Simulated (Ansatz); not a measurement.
Frontier orbitals of `CC(C)[CH2][Sn]([Cl])([Cl])[Cl]`.

Total charge 0; spin multiplicity 1. Correlated methods include outer-core shells of Sn, which these sets cover unevenly. Sn: def2 effective core potential. The geometry is a stationary point of PBE0-D4/def2-TZVP. It is one conformer, not always the lowest. Basis def2-TZVPP, Ansatz.

Orbital energies of one run (eV). Highest occupied ones, from the top: -11.22, -11.94, -12.02, -12.04, -12.37, -12.41, -12.64, -12.89, -13.10, -13.43, -13.69, -13.78, -14.29, -14.69. Empty: 0.35, 2.11, 2.26, 2.71, 3.58, 3.61.

Task: Which functional gave them?
A. PBE
B. ωB97M-V
C. r2SCANh
D. LC-ωPBE

Result: D. HOMO energies: LC-ωPBE -11.22, PBE -7.40, r2SCANh -8.14, ωB97M-V -10.72 eV.

LC-ωPBE has ω = 0.4 bohr⁻¹.
